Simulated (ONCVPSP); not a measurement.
## Before and after: ONCV potential for Sc (Z = 21)

scandium, optimised norm-conserving Vanderbilt (ONCV), made with ONCVPSP 4.0.1 (LDA (Perdew-Zunger), scalar-relativistic). Core [Ne] 3s2, reference 3p6 3d1 4s1.75 4p0.25. Waves: 4s: rc 2.40 bohr, ncon 4, nbas 7, qcut 3.3 1/bohr, 2 projectors, debl 2.6 Ha; 3p+4p: rc 2.20 bohr, ncon 5, nbas 10, qcut 5 1/bohr, 3 projectors, debl 1 Ha; 3d: rc 2.00 bohr, ncon 4, nbas 9, qcut 9.5 1/bohr, 3 projectors, debl 4 Ha. Local part: polynomial inside 1.95 bohr (lpopt 5, dvloc0 -1 Ha). Core correction: Teter function, fcfact 2.5, rcfact 1.65.

All-electron outer shells of the reference configuration (LDA (Perdew-Zunger), scalar-relativistic, ld1.x):

```csv
shell,level (eV),outermost node (bohr),outermost maximum (bohr)
2p,-388.36,–,0.23
3s,-55.04,0.42,0.92
3p,-33.89,0.39,0.97
4s,-4.49,1.33,3.06
3d,-3.72,–,1.10
4p,-1.68,1.49,4.03
```

Change: d: rc 1.46; local potential polynomial inside 1.46 bohr (lpopt 5, dvloc0 -1 Ha).

Cutoffs: the cutoffs (Ha) at which the residual kinetic energy of the hardest occupied pseudo-wave falls to 1 and 0.1 mHa per electron; they do not see the model core or the augmentation charge, which bear on the density cutoff. Errors are all-electron minus pseudo energies relative to the spin-unpolarised reference configuration.

Problem. Predict the effect on cutoff, ghosts and configuration errors.

Solution. The potential gets harder (27 Ha and 42 Ha → 35 Ha and 42 Ha); both files keep a bound ghost (s); of the 4 tests that both files solve, the error grows in 1 and shrinks in 2 by more than 15 % and 0.3 meV (median size 1.8 → 0.9 meV); the range in which the s phases agree widens (upper end 3.6 → at the end of the scan). A smaller radius makes the pseudo-wave follow the all-electron one further in, where it bends more sharply, so more plane waves are needed.

```csv
quantity,base,changed
"cutoff, loose",27 Ha,35 Ha
"cutoff, tight",42 Ha,42 Ha
loose cutoff by channel,"s 3.6 Ha, p 12 Ha, d 27 Ha","s 3.6 Ha, p 12 Ha, d 35 Ha"
bound ghosts,s,s
GHOST(+) flags under 300 eV,none,none
"error for 3p6 3d1 4s2 4p0, meV [ΔE -0.70 eV]",-0.1,-0.1
"error for 3p6 3d1 4s1 4p0, meV [ΔE 6.37 eV]",-1.1,-0.8
"error for 3p6 3d1 4s0 4p0, meV [ΔE 19.33 eV]",+2.6,+0.9
"error for 3p6 3d0 4s2 4p0, meV [ΔE 7.91 eV]",-95,-124
s: phases at 2.43 bohr within 0.05 rad from the reference energy up to (Ha; the scan ends near 5),3.6,to the end of the scan
p: phases at 2.24 bohr within 0.05 rad from the reference energy up to (Ha; the scan ends near 5),to the end of the scan,to the end of the scan
"rms error of d²Exc/dni dnj with the model core, mHa",2.03,1.96
```

 A true bound ghost makes a file unfit for plane-wave use even where its test errors are small: the radial tests pick states by their node count and pass the ghost by.
